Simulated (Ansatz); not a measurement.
Geometry optimisation, UKS B3LYP-D4/def2-SVP in Ansatz.

Input:

```yaml
crystal:
  periodic: [false, false, false]
  atoms:
    - { symbol: Sn, position_ang: [0.020598, 0.0, -0.074145] }
    - { symbol: Cl, position_ang: [0.095612, 0.0, 2.314084] }
    - { symbol: Cl, position_ang: [2.199491, 0.0, -0.91429] }
    - { symbol: Cl, position_ang: [-1.106901, 1.907695, -0.810598] }
    - { symbol: Cl, position_ang: [-1.106901, -1.907695, -0.810598] }
    - { symbol: H, position_ang: [-0.099499, 0.0, 4.878046] }
magnetization:
  spin_polarized: true
  initial_magnetization: 1
basis:
  gaussian: { orbitals: def2-SVP }
hamiltonian:
  xc: b3lyp
  dispersion: d4
relax:
  f_tol: 0.03
  max_steps: 50
```

Command:

```bash
$ ansatz run input.yaml --threads 4 --pin off --max-ram 5120MiB --backend cpu --events-out ev --progress --plain --runs-dir out
```

Problem. Where does it end, and by what steps?

Solution. The forces met the threshold. The force dipped under the threshold on the way, but the program's further checks kept it going. After 5 steps the energy has fallen by 0.024 eV; H6 moved furthest, 0.24 Å.

```tsv
step	energy less start (eV)	largest force component (eV/Å)	accepted
0	0.0000	0.659	yes
1	-0.0144	0.201	yes
2	-0.0178	0.049	yes
3	-0.0217	0.063	yes
4	-0.0239	0.007	yes
5	-0.0241	0.003	yes
```

```xyz
6
Properties=species:S:1:pos:R:3
Sn 0.021 0.000 -0.108
Cl 0.090 0.000 2.228
Cl 2.198 0.000 -0.952
Cl -1.103 1.906 -0.853
Cl -1.103 -1.906 -0.853
H -0.100 0.000 5.121
```

Whether the end is a true minimum wasn't checked by a vibrational analysis.

The run took 19 s on 4 threads of Arm Neoverse V2, with other jobs on the host, peak memory 0.4 GiB.
